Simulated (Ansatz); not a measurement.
The cluster Li₂Te (the lowest singlet isomer of a short search). Charge 0, multiplicity 1. Geometry PBE-D4/def2-TZVP, basis def2-TZVP, Ansatz.

Cartesian coordinates in Å:
```
Li 0.498 1.484 1.115
Li -0.575 -1.830 -0.114
Te 0.077 0.346 -1.001
```

```
run  HOMO (eV)  LUMO (eV)
  A      -4.42      -1.31
  B      -5.10      -0.96
  C      -3.60      -1.82
  D      -4.04      -1.62
  E      -3.73      -1.32
  F      -6.36      -0.06
```

In the def2 sets Te takes a core potential; there is no spin–orbit coupling. HSE06 is defined as in plane-wave codes, on full-range PBE exchange. The structure comes from a short search, and lower isomers may exist.

The runs used BHLYP, HSE06, PBE, PBE0, r2SCAN, ωB97X-V. Estimate which is which.

A PBE0 (25 % exact exchange); B BHLYP (50 % exact exchange); C PBE (0 % exact exchange); D HSE06 (range-separated); E r2SCAN (0 % exact exchange); F ωB97X-V (range-separated). Exact exchange lowers occupied and raises empty levels; among semilocal functionals meta-GGAs tend to open the gap a little, and such runs are hard to tell apart. The gap grows from 1.78 eV (PBE) to 6.30 eV (ωB97X-V).
